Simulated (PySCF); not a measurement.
An unknown shows these calculated signals:

$^{1}$H NMR (400 MHz, computed): δ 7.57 (m, 1H), 6.48 (br s, 1H), 4.75 (m, 2H), 4.65 (m, 2H), 2.51 (q, 2H), 1.30 (t, 3H).

$^{13}$C{$^{1}$H} NMR (computed): δ 176.8 (C), 159.5 (CH), 153.5 (C), 81.7 (CH2), 28.9 (CH2), 12.3 (CH3).

PySCF 2.14.0 with density-fitted response routines calculation with shieldings: GIAO PBE0/pcSseg-1 and coordinates at the GFN2-xTB level; no relativistic terms, a single conformation, averaged over atoms made equivalent by symmetry, fast rotation or ring inversion, gas phase.

Shifts are taken against calculated references (same method and geometry level): TMS for $^{1}$H (σref 31.72), $^{13}$C (σref 186.93).

**Question.** Which of these does the molecule contain: a carboxylic acid, an OH group, an N-methyl group, an NH or NH2 group, a vinyl group CH=CH2, a Si–H bond?

**Answer.** 
- A carboxylic acid: yes (δC 176.8; δH 6.48 (br s)).
- An OH group: yes (δH 6.48 (br s)).
- An N-methyl group: no.
- An NH or NH2 group: no.
- A vinyl group CH=CH2: no.
- A Si–H bond: yes (δH 4.65 (m)).

The data belong to SMILES CC/C(=C/[SiH2]CF)C(=O)O, C$_{6}$H$_{11}$FO$_{2}$Si; they needn't prove each group on their own.

Carbon signals by region: 1 in the far downfield region (above 160 ppm), 2 in the sp2 and nitrile region (100–160 ppm), 1 at 50–100 ppm, 2 below 50 ppm. Above 160 ppm: 176.8, carboxylic acid carbon.

OH/NH shifts are gas-phase values; hydrogen bonding in solution moves them, usually downfield. Splittings by $^{19}$F in the carbon and heteronuclear signals aren't shown, as no couplings were computed. Shifts are as computed. Against solution values, carbons near 30 ppm lie about +3 ppm off and those near 130 ppm about +5 ppm. Of 1309 compounds with measured shifts, 239 miss one by over three times the rms of a fit or turn the order of signals round; such compounds aren't used in these exercises. The C=O carbon of an acid or of an amide with N–H lies up to 10 ppm further downfield in solution, through hydrogen bonding that the calculation lacks. Multiplicities follow the n + 1 count of equivalent neighbours, as no J values were calculated; m marks all less simple cases, F and P coupling included.
